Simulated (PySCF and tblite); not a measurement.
Computed ¹H and ¹³C shifts (ppm) of 4 molecules with 9 carbons each, averaged over conformers at 298.15 K: GIAO PBE0/6-31G* on GFN2-xTB geometries, unscaled, against TMS (¹H), TMS (¹³C) at the same level; H on other atoms than carbon is left out (PySCF, tblite).

P. ¹H: 7.38 (1H), 7.11 (1H), 6.97 (1H), 6.96 (1H), 5.73 (1H), 5.64 (1H), 5.61 (2H) ¹³C: 146.6 (1C), 130.1 (1C), 129.3 (1C), 123.5 (1C), 116.5 (1C), 113.9 (1C), 113.2 (1C), 110.3 (1C), 82.2 (1C)
Q. ¹H: 7.63 (1H), 7.34 (1H), 6.79 (1H), 6.20 (1H), 6.02 (1H), 3.99 (3H) ¹³C: 165.7 (1C), 154.6 (1C), 146.6 (1C), 141.7 (1C), 130.3 (1C), 126.8 (1C), 121.0 (1C), 116.3 (1C), 51.4 (1C)
R. ¹H: 8.42 (2H), 8.07 (1H), 7.70 (1H), 7.61 (2H), 4.94 (1H), 4.70 (1H) ¹³C: 155.3 (1C), 136.4 (1C), 127.4 (1C), 126.0 (2C), 123.5 (1C), 122.5 (2C), 92.3 (1C)
S. ¹H: 8.39 (2H), 7.05 (2H), 4.59 (2H), 1.37 (3H) ¹³C: 161.0 (1C), 156.8 (1C), 128.0 (2C), 120.8 (1C), 110.9 (2C), 59.6 (1C), 15.5 (1C)

The molecules:
1. C9H8O2, SMILES C=COC(=O)c1ccccc1
2. C₉H₈O₄, SMILES C=Cc1c(C(=O)OC)occc1=O
3. C9H9FO, SMILES C=Cc1c(O)cccc1CF
4. C9H9FO2, SMILES CCOC(=O)c1ccc(F)cc1

Question: Which spectrum belongs to which molecule?

Answer: P is 3; Q is 2; R is 1; S is 4.

Assigned:
1. [CH2:1]=[CH:2][O:3][C:4](=[O:5])[c:6]1[cH:7][cH:8][cH:9][cH:10][cH:11]1: ¹³C: 155.3 (C4), 136.4 (C2), 127.4 (C9), 126.0 (C7/C11), 123.5 (C6), 122.5 (C8/C10), 92.3 (C1) ppm.
2. [CH2:1]=[CH:2][c:3]1[c:4]([C:5](=[O:6])[O:7][CH3:8])[o:9][cH:10][cH:11][c:12]1=[O:13]: ¹³C: 165.7 (C12), 154.6 (C5), 146.6 (C10), 141.7 (C4), 130.3 (C3), 126.8 (C1), 121.0 (C2), 116.3 (C11), 51.4 (C8) ppm.
3. [CH2:1]=[CH:2][c:3]1[c:4]([OH:5])[cH:6][cH:7][cH:8][c:9]1[CH2:10][F:11]: ¹³C: 146.6 (C4), 130.1 (C9), 129.3 (C2), 123.5 (C7), 116.5 (C3), 113.9 (C1), 113.2 (C8), 110.3 (C6), 82.2 (C10) ppm.
4. [CH3:1][CH2:2][O:3][C:4](=[O:5])[c:6]1[cH:7][cH:8][c:9]([F:10])[cH:11][cH:12]1: ¹³C: 161.0 (C9), 156.8 (C4), 128.0 (C7/C12), 120.8 (C6), 110.9 (C8/C11), 59.6 (C2), 15.5 (C1) ppm.

Unscaled shifts at such levels can be off by 15 ppm or more for ¹³C and 0.8 ppm for ¹H.

For scale, the study of C=COC(=O)c1ccccc1 took 2 min on 1 thread of Intel Xeon 6975P-C (shared host) (rough), launched as `OMP_NUM_THREADS=1 python ens_run.py task.json out`.
